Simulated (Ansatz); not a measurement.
`O[Si]O[SiH3]` + `NN[SiH3]` → `NN([SiH3])[SiH3]` + `O[Si]O`  (ligand exchange at the Si–O bond)

Calculated with Ansatz (gas phase, PBE0-D4/def2-TZVP geometries, no zero-point term in ΔE). CCSD(T)/CBS adds triple-zeta CCSD(T) − MP2 to the extrapolated MP2 energy (def2 sets, frozen cores). This one scheme is used for every species. DFT in def2-TZVPP. HSE06 is defined as in plane-wave codes. One conformer a species, not always the lowest.

`O[Si]O[SiH3]`:

Z-matrix (Å, degrees):
```
Si
O 1 1.646
H 1 1.484 2 108.8
H 1 1.484 2 108.8 3 119.4
H 1 1.486 2 110.6 3 -120.3
Si 2 1.656 1 142.0 3 119.9
O 6 1.643 2 101.2 1 -179.6
H 7 0.963 6 118.3 2 0.0
```

`NN[SiH3]`:

Z-matrix (Å, degrees):
```
Si
N 1 1.714
H 1 1.494 2 112.3
H 1 1.491 2 110.9 3 -118.9
H 1 1.486 2 107.1 3 120.7
N 2 1.407 1 123.5 3 57.5
H 2 1.005 1 123.5 3 -110.3
H 6 1.013 2 110.1 1 66.7
H 6 1.014 2 110.8 1 -53.4
```

`NN([SiH3])[SiH3]`:

Z-matrix (Å, degrees):
```
Si
N 1 1.727
H 1 1.483 2 108.9
H 1 1.491 2 110.2 3 -121.1
H 1 1.491 2 110.2 3 121.1
Si 2 1.730 1 132.2 3 0.0
N 2 1.433 1 117.6 3 -180.0
H 6 1.487 2 111.2 1 -119.5
H 6 1.487 2 106.8 1 0.1
H 6 1.487 2 111.2 1 119.7
H 7 1.015 2 109.9 1 -59.6
H 7 1.015 2 109.9 1 59.6
```

`O[Si]O`:

```xyz
5

O    -0.509   -0.943   -1.022
Si    0.528   -0.803    0.244
O     0.250    0.785    0.649
H    -1.024   -0.164   -1.262
H     0.755    1.126    1.391
```

```csv
level,ΔE (kcal/mol)
revPBE-D4,8.2
HSE06-D4,9.8
BHLYP,13.0
MP2/def2-TZVPP,9.6
```

(1) What does CCSD(T)/CBS give? (Best estimate.)

Largest T1 diagnostic among the species: 0.015.

Results:

(1) Ansatz gave: +9.9 kcal/mol. The listed levels differ from it by -1.7, -0.1, 3.1, -0.3 kcal/mol.

Leaving LDA and LC-ωPBE aside and taking each functional with its dispersion term where it has one, the values, not all of them listed here, spread over 3.9 kcal/mol, from revPBE-D4 to BHLYP-D4. LDA lies −1.0 kcal/mol from PBE without D4. From BLYP to BHLYP (50 % exact exchange), in def2-TZVPP and without D4, ΔE moves by +1.3 kcal/mol. In def2-TZVPP, CCSD(T) changes the Hartree–Fock value by −4.8 kcal/mol (the triples alone add −0.8 kcal/mol) and MP2 by −4.9 kcal/mol.
